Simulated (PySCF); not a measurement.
H14NPSi5.
Numbering: `[SiH3:1][N:2]([SiH3:3])[SiH2:4][P:5]([SiH3:6])[SiH3:7]` (hydrogens: H8, H9, H10 on Si1; H11, H12, H13 on Si3; H14, H15 on Si4; H16, H17, H18 on Si6; H19, H20, H21 on Si7)

The calculation used PySCF, PBE0-D3(BJ)/def2-SVP geometry optimisation, gas phase.

(1) Give the optimised bond lengths and angles.

Results:

(1) 
| bond | length (Å) | order |
| --- | --- | --- |
| Si1–N2, N2–Si3 | 1.760 | single |
| N2–Si4 | 1.753 | single |
| Si4–P5 | 2.259 | single |
| P5–Si6, P5–Si7 | 2.257 | single |
| Si1–H8 and 5 like bonds | 1.494 | single |
| Si4–H14, Si4–H15 | 1.495 | single |
| Si6–H16 and 5 like bonds | 1.495 | single |

Bonds in one row agree within 0.01 Å and their mean is given. Orders are formal, as drawn. A selection of angles:
| angle | degrees |
| --- | --- |
| N2–Si1–H8 | 112.2 |
| N2–Si1–H9 | 109.5 |
| N2–Si1–H10 | 108.3 |
| H8–Si1–H9 | 108.5 |
| H8–Si1–H10 | 108.2 |
| Si1–N2–Si3 | 120.9 |
| Si1–N2–Si4 | 121.3 |
| Si3–N2–Si4 | 117.7 |
| N2–Si4–P5 | 107.6 |
| N2–Si4–H14 | 107.9 |
| N2–Si4–H15 | 111.7 |
| P5–Si4–H14 | 112.6 |
| P5–Si4–H15 | 107.6 |
| H14–Si4–H15 | 109.5 |
| Si4–P5–Si6 | 97.7 |
| Si4–P5–Si7 | 95.0 |
| Si6–P5–Si7 | 97.7 |
| P5–Si6–H16 | 108.6 |
| P5–Si6–H17 | 112.9 |
| P5–Si6–H18 | 108.1 |
| H16–Si6–H17 | 109.0 |
| P5–Si7–H20 | 112.3 |

Torsions: Si1–N2–Si4–P5 119° (anticlinal); N2–Si4–P5–Si6 -159° (antiperiplanar). The mirror-image conformer, all signs reversed, is as good.

P5 (three-coordinate phosphorus) is pyramidal (angles 97.7°, 97.7° and 95.0°, sum 290.4°, 1.14 Å off the plane of its three neighbours). Si1 (SiH3 silicon) is tetrahedral (angles from 108.2° to 112.2°). Si4 (SiH2 silicon) is tetrahedral (angles from 107.6° to 112.6°). Of the pairs four or more bonds apart, Si1···Si7 is among the closest relative to their van der Waals radii: 4.19 Å, 100 % of the sum of Bondi's values. Si6 (SiH3 silicon) is tetrahedral (angles from 108.1° to 112.9°). All 3 P–Si bonds measure 2.256 to 2.259 Å. N2 (nitrogen bridging silicon atoms) is planar (angles 121.3°, 120.9° and 117.7°, sum 359.9°, 0.04 Å off the plane of its three neighbours).

Point group: C1 (no symmetry element, even within 0.4 Å). PBE0-D3(BJ)/def2-SVP frequencies: not computed here. The numbers are those of one conformer.

Rough CPU time on one thread of a shared machine: about 11 min. These figures are those of the optimisation.
